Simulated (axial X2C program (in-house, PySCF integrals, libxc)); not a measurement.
Which functional? An output for IrB⁺

An SCF output computed with an axial X2C code built on PySCF integrals for IrB⁺ at 1.841 Å, two-component, state Ω = 7/2, Ir dyall-cv3z [13s14p9d6f4g], B dyall-v3z [7s6p2d1f] (cores contracted in-house), without its first line:

```
basis functions 220  fitting functions 1146  grid points 5076
iter        total energy     max residual
   1     -17849.127598097     8.56e-01
   2     -17849.169728694     1.92e-02
   3     -17849.172013887     2.28e-02
   4     -17849.174562672     3.06e-03
   5     -17849.175235381     2.21e-03
   6     -17849.175517777     1.01e-03
   7     -17849.175631489     6.70e-04
   8     -17849.175659137     2.48e-04
   9     -17849.175670240     1.99e-04
  10     -17849.175674151     1.56e-04
  11     -17849.175677368     1.03e-04
  12     -17849.175679059     2.89e-05
  13     -17849.175679160     1.65e-05
  14     -17849.175679194     9.90e-06
  15     -17849.175679213     4.91e-06
  16     -17849.175679219     3.20e-06
  17     -17849.175679221     2.46e-06
  18     -17849.175679222     9.28e-07
converged
one-electron -24665.87084503  Coulomb 7073.39170392  exact exchange -351.22813302  xc functional 0.00000000  nuclear repulsion 110.66443574  atomic mean-field constant -16.13284083
```

**Question.** Which level of theory produced it?
A. HF
B. PW91
C. PBE0

**Answer.** A. The exact-exchange term against the functional term shows a share of 1 of exact exchange.
